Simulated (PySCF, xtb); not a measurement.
**Relative energy of two structures of CH2SiSn**

Structure I: a triplet given by its coordinates. Structure II: a singlet given by its coordinates. Both are isolated molecules in the gas phase, relaxed with PBE0-D3(BJ)/def2-SVP.

I (Å):

```yaml
atoms:
  - { symbol: C, position_ang: [0.6055, 0.0987, -2.8775] }
  - { symbol: Si, position_ang: [1.0673, 1.8535, -3.0989] }
  - { symbol: Sn, position_ang: [-1.4595, 1.3119, -2.6423] }
  - { symbol: H, position_ang: [0.8167, -0.4447, -1.9430] }
  - { symbol: H, position_ang: [0.5256, -0.5936, -3.7304] }
```

Close contacts (Å): C1–Si2 1.83, C1–Sn3 2.41, Si2–Sn3 2.62, C1–H4 1.10, C1–H5 1.10.

II (Å):

```xyz
5

C     0.1808   -0.1893   -2.4304
Si    0.4380    1.3079   -3.2913
Sn   -1.7037    0.7877   -2.0666
H     0.6310   -1.1483   -2.1557
H     1.6993    1.6627   -4.0360
```

Close contacts (Å): C1–Si2 1.75, C1–Sn3 2.15, Si2–Sn3 2.52, C1–H4 1.09, Si2–H5 1.51.

Task: Which of the two would you expect CCSD(T)/def2-SVP + ΔMP2/def2-TZVPP electronic energies to favour?

Result: Structure II; the calculation gives E(II) − E(I) = −30.9 kJ/mol.

Level by level:

```
                             level              geometry  E(II) − E(I) (kJ/mol)  departure from the last row (kJ/mol)  job, with rough time for the two
                         HF/STO-3G              GFN2-xTB                   +20.5                                 +51.4               single point, 2.3 s
                r2SCAN-D4/def2-SVP              GFN2-xTB                    −5.2                                 +25.7                single point, 83 s
              PBE0-D3(BJ)/def2-SVP  PBE0-D3(BJ)/def2-SVP                    −8.4                                 +22.6                optimisation, 86 s
                       HF/def2-SVP  PBE0-D3(BJ)/def2-SVP                   +20.7                                 +51.6           part of the CCSD(T) run
                      MP2/def2-SVP  PBE0-D3(BJ)/def2-SVP                   −35.4                                  −4.5           part of the CCSD(T) run
                  CCSD(T)/def2-SVP  PBE0-D3(BJ)/def2-SVP                   −21.1                                  +9.9                      single point
CCSD(T)/def2-SVP + ΔMP2/def2-TZVPP  PBE0-D3(BJ)/def2-SVP                   −30.9                                                      single point, 74 s
```

HF/STO-3G, HF/def2-SVP put the two in the other order. The largest departure from CCSD(T)/def2-SVP + ΔMP2/def2-TZVPP is that of HF/def2-SVP, 51.6 kJ/mol. The last row adds to CCSD(T) the change of the MP2 difference between the two basis sets, here −9.9 kJ/mol. The triplet state of I needn't be its ground state.

With thermal terms from frequencies at re-optimised GFN2-xTB minima (ideal gas, soft modes damped towards free rotors, one conformer each, 298.15 K, 1 atm): the zero-point term adds −8.7 kJ/mol; ΔH is −39.3 and ΔG −39.0 kJ/mol.

Open shells are spin-unrestricted. The correlated steps freeze 10 core orbitals; the filled d shell of Sn is correlated, in a basis made for valence electrons. Atoms past krypton carry core potentials in the def2 sets, other sets are all-electron and non-relativistic, and no spin–orbit term is included. ΔG holds the spin degeneracy. Codes used: PySCF 2.14.0, xtb 6.7.1; the last row on 2 threads of Intel(R) Xeon(R) Platinum 8259CL CPU @ 2.50GHz (Skylake/Cascade Lake) on a shared host.
